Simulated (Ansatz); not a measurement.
Correlation energies of CH$_{4}$ClFOSSi (`CO[Si](F)(S)Cl`) by basis set

Cartesian coordinates in Å:
```
C 1.582 0.240 -0.577
O 0.404 0.923 -0.181
Si -1.020 0.253 0.152
F -1.600 -0.548 -1.091
S -0.805 -1.099 1.760
Cl -2.312 1.767 0.522
H 1.506 -0.081 -1.618
H 2.416 0.935 -0.477
H 1.767 -0.633 0.054
H -1.938 -1.756 1.457
```

Charge 0, multiplicity 1. The structure was optimised at the PBE0-D4/def2-TZVP level. It is one conformer, not always the lowest. Frozen core, restricted reference, Ansatz. CBS rows extrapolate triple and quadruple zeta; past MP2 they add the triple-zeta difference.

| basis | HF (Eh) | MP2 corr. |
| --- | --- | --- |
| def2-TZVPP | -1360.80032 | -1.13424 |
| def2-QZVPP | -1360.84421 | -1.23485 |

Question: Estimate the CCSD correlation energy and the (T) correction in each basis where they were run (hartree).

Answer: 
```tsv
basis	CCSD corr.	(T)
def2-TZVPP	-1.18279	-0.04559
CBS(def2)	-1.35794	as TZ
```
